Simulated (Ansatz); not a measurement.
Geometry optimisation, RKS PBE0-D4/def2-SVP in Ansatz 0.2.0.

Input file:

```yaml
crystal:
  periodic: [false, false, false]
  atoms:
    - { symbol: Zn, position_ang: [-0.2519, -0.0202, -0.0488] }
    - { symbol: F, position_ang: [-0.5718, -2.1195, -0.1643] }
    - { symbol: C, position_ang: [0.3609, 1.2209, 1.3786] }
    - { symbol: H, position_ang: [-0.2775, -1.7562, -1.2751] }
    - { symbol: O, position_ang: [-0.019, -0.8104, -2.0842] }
    - { symbol: H, position_ang: [-0.3742, 1.3027, 2.1681] }
    - { symbol: H, position_ang: [0.559, 2.2068, 0.9803] }
    - { symbol: H, position_ang: [1.2771, 0.8202, 1.7964] }
    - { symbol: H, position_ang: [-0.7025, -0.8443, -2.7509] }
basis:
  gaussian: { orbitals: def2-SVP }
hamiltonian:
  xc: pbe0
  dispersion: d4
relax:
  f_tol: 0.15
  max_steps: 25
  restrain:
    - { distance: [0, 4], at: 3.18, k: 30.0 }
    - { distance: [3, 1], at: 2.18, k: 30.0 }
    - { distance: [0, 1], at: 1.79, k: 30.0 }
    - { distance: [3, 4], at: 0.97, k: 30.0 }
output:
  orbitals: {}
```

Run as:

```bash
$ ansatz run input.yaml --threads 2 --pin off --max-ram 3072MiB --backend cpu --events-out ev --progress --plain --runs-dir out
```

Q: Where does it end, and by what steps?

A: It converged. The restraints hold the end off the free minimum; the threshold counts their pulls, which the force column leaves out. Restrained pairs: Zn1–O5 (2.20 → 3.17 Å), F2–H4 (1.21 → 2.17 Å), Zn1–F2 (2.13 → 1.78 Å), H4–O5 (1.27 → 0.97 Å). After 9 steps the energy has fallen by 0.386 eV (the restraints' own energy left out); Zn1 moved furthest, 0.85 Å.

```
step  energy less start (eV)  largest force component (eV/Å)  accepted
   0                  0.0000                           2.609       yes
   1                  0.0883                           3.957       yes
   2                 -0.1341                           2.986       yes
   3                 -0.1054                           1.281       yes
   4                 -0.2482                           1.169       yes
   5                 -0.3496                           0.344       yes
   6                 -0.3804                           0.335       yes
   7                 -0.3683                           1.212        no
   8                 -0.3831                           0.388       yes
   9                 -0.3856                           0.354       yes
```

```xyz
9
Properties=species:S:1:pos:R:3
Zn -0.272 -0.433 0.695
F -0.913 -1.991 0.117
C 0.371 1.206 1.465
H -0.131 -1.733 -1.894
O 0.130 -0.953 -2.407
H -0.269 1.524 2.302
H 0.385 2.008 0.712
H 1.396 1.074 1.844
H -0.696 -0.702 -2.833
```

The run took 21 s on 2 threads of Intel(R) Xeon(R) Platinum 8488C (Sapphire Rapids), with other jobs on the host, peak memory 0.24 GiB.
